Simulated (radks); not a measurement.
Exchange energies: the exact (Fock) value of the Kohn-Sham orbitals and density-functional approximations, as 100 (|E| - |E exact|)/|E exact|, negative where the magnitude is too small. Species: Ca+ [Ar] 4s1; Tc25+ [Ar]; As4+ [Ar] 3d10 4s1; Re [Xe] 4f14 5d5 6s2; C3+ [He] 2s1. All-electron calculation, non-relativistic Kohn-Sham, exchange-only PBE, spin-polarised, spherical densities, point nucleus. Program: a radial shooting solver on a logarithmic mesh with Libxc functionals. Every spin shell is full or empty, so the densities are truly spherical. Functionals are evaluated on that one density, not self-consistently.

functional            Ca+     Tc25+      As4+        Re       C3+
exact (hartree)  -35.0604  -88.8674  -80.1587  -309.859  -3.94063
LDA                 -7.38     -6.61     -5.70     -3.81    -13.31
PBEsol              -3.28     -2.90     -2.53     -1.74     -5.58
RPBE                -0.04     -0.01     -0.04     -0.11     +0.34
PW91                -0.09     +0.01     +0.10     +0.16     -0.96
WC                  -1.44     -1.17     -0.94     -0.53     -3.30
G96                 +0.12     +0.39     +0.41     +0.57     -0.10
APBE                +0.56     +0.55     +0.53     +0.37     +0.29
revTPSS             -0.55     -0.64     -0.69     -0.80     +0.24
SCAN                +0.28     +0.30     +0.29     +0.15     -0.10
r2SCAN              -0.01     -0.02     +0.04     -0.09     -0.14
